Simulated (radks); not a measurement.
Results of a calculation; reference values are marked as such.
Ionisation of Eu, [Xe] 4f7 6s2, to Eu+, [Xe] 4f7 6s1, under several functionals. Dirac Kohn-Sham, spin-unpolarised, spherical densities, finite nucleus; open shells are shared between the two j in proportion to 2j + 1; a radial shooting solver on a logarithmic mesh with Libxc functionals.

PBEsol: E(Eu) (hartree) -10847.6234; Exc (hartree) -239.3749; IE (eV) 6.037; -e(HOMO) (eV) 2.486; <r> HOMO (bohr) 0.9885; IE error (eV) +0.367
LDA (Slater exchange, Perdew-Wang correlation): E(Eu) (hartree) -10843.9970; Exc (hartree) -235.7184; IE (eV) 6.222; -e(HOMO) (eV) 2.647; <r> HOMO (bohr) 0.9876; IE error (eV) +0.552
PW91: E(Eu) (hartree) -10852.6706; Exc (hartree) -244.4817; IE (eV) 6.055; -e(HOMO) (eV) 2.502; <r> HOMO (bohr) 0.9883; IE error (eV) +0.385
XLYP: E(Eu) (hartree) -10852.9499; Exc (hartree) -244.7508; IE (eV) 5.984; -e(HOMO) (eV) 2.237; <r> HOMO (bohr) 0.9912; IE error (eV) +0.314
SOGGA: E(Eu) (hartree) -10847.1452; Exc (hartree) -238.8932; IE (eV) 5.930; -e(HOMO) (eV) 2.405; <r> HOMO (bohr) 0.9885; IE error (eV) +0.259

NIST Atomic Spectra Database: 5.670 eV (measured). Closest: SOGGA. The Delta-SCF values span 0.29 eV, the total energies 8.95 hartree. The highest occupied level is 4f7/2. Spin polarisation and multiplet splitting are left out, so open shells lie too high by an amount that depends on their filling. Sharing an open shell by 2j + 1 raises it above the true ground level by a part of the spin-orbit splitting, which enters the differences from NIST.

Beside tabulated values, note that spin-unpolarised runs miss the spin-polarisation part of the exchange energy of open shells.
